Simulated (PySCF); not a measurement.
Isomers of C9H12O2, mass 152.084 u with the commonest isotopes. Method used: PBE0/pcSseg-1 in PySCF (dipole) on a GFN2-xTB geometry, gas phase. One conformer each, none proved a minimum here; rigid rotors.

Question: Order these by dipole moment, smallest first.
A. `[CH2:1]=[C:2]([CH3:3])[C:4]1=[CH:5][C@H:6]([CH2:7][CH3:8])[O:9][C:10]1=[O:11]` with C1–C2–C4–C5 -178°, C5–C6–C7–C8 178°
B. `[CH3:1][O:2][C@:3]12[CH:4]=[CH:5][C@H:6]([CH:7]=[CH:8]1)[C@@H:9]2[CH2:10][OH:11]` with C1–O2–C3–C4 -56°, C6–C9–C10–O11 -167°, C9–C10–O11–H 58°
C. `[CH3:1][C:2](=[O:3])[O:4][C@@:5]12[CH2:6][C@H:7]3[C@@H:8]1[C@@:9]3([CH3:10])[CH2:11]2` with C1–C2–O4–C5 178°, C2–O4–C5–C6 -162°

Answer: C (1.39 D), B (2.07 D), A (4.79 D).

Question: Order these by out-of-plane moment Σ m c² = (Ia + Ib − Ic)/2, smallest first.
A. `[CH3:1][O:2][C@:3]12[CH:4]=[CH:5][C@H:6]([CH:7]=[CH:8]1)[C@@H:9]2[CH2:10][OH:11]` with C1–O2–C3–C4 -56°, C6–C9–C10–O11 -167°, C9–C10–O11–H 58°
B. `[CH2:1]=[C:2]([CH3:3])[C:4]1=[CH:5][C@H:6]([CH2:7][CH3:8])[O:9][C:10]1=[O:11]` with C1–C2–C4–C5 -178°, C5–C6–C7–C8 178°
C. `[CH3:1][C:2](=[O:3])[O:4][C@@:5]12[CH2:6][C@H:7]3[C@@H:8]1[C@@:9]3([CH3:10])[CH2:11]2` with C1–C2–O4–C5 178°, C2–O4–C5–C6 -162°
D. `[CH3:1][O:2][C@:3]12[CH:4]=[CH:5][C@:6]([O:7][CH3:8])([CH:9]=[CH:10]1)[CH2:11]2` with C1–O2–C3–C4 62°, C5–C6–O7–C8 172°

Answer: B (22.12 u·Å²), C (51.79 u·Å²), D (77.93 u·Å²), A (88.17 u·Å²).

Question: Order these by radius of gyration √(Σ m r²/M), smallest first.
A. `[CH2:1]=[C:2]([CH3:3])[C:4]1=[CH:5][C@H:6]([CH2:7][CH3:8])[O:9][C:10]1=[O:11]` with C1–C2–C4–C5 -178°, C5–C6–C7–C8 178°
B. `[CH3:1][O:2][C@:3]12[CH:4]=[CH:5][C@H:6]([CH:7]=[CH:8]1)[C@@H:9]2[CH2:10][OH:11]` with C1–O2–C3–C4 -56°, C6–C9–C10–O11 -167°, C9–C10–O11–H 58°
C. `[CH3:1][C:2](=[O:3])[O:4][C@@:5]12[CH2:6][C@H:7]3[C@@H:8]1[C@@:9]3([CH3:10])[CH2:11]2` with C1–C2–O4–C5 178°, C2–O4–C5–C6 -162°
D. `[CH3:1][O:2][C@:3]12[CH:4]=[CH:5][C@:6]([O:7][CH3:8])([CH:9]=[CH:10]1)[CH2:11]2` with C1–O2–C3–C4 62°, C5–C6–O7–C8 172°

Answer: B (2.047 Å), D (2.235 Å), C (2.289 Å), A (2.467 Å).

| SMILES | point group | Ia (u·Å²) | Ib (u·Å²) | Ic (u·Å²) | κ | μa (D) | μb (D) | μc (D) |
| --- | --- | --- | --- | --- | --- | --- | --- | --- |
| CC(=O)O[C@@]12C[C@H]3[C@@H]1[C@@]3(C)C2 | C1 | 201.80 | 646.98 | 745.19 | -0.89 | 0.08 | 1.38 | 0.14 |
| CO[C@]12C=C[C@](OC)(C=C1)C2 | C1 | 183.50 | 653.80 | 681.43 | -0.97 | 0.63 | 0.58 | 0.99 |
| CO[C@]12C=C[C@H](C=C1)[C@@H]2CO | C1 | 314.97 | 410.16 | 548.80 | -0.09 | 1.70 | 1.04 | 0.57 |
| C=C(C)C1=C[C@H](CC)OC1=O | C1 | 234.22 | 713.79 | 903.77 | -0.81 | 0.76 | 4.72 | 0.32 |
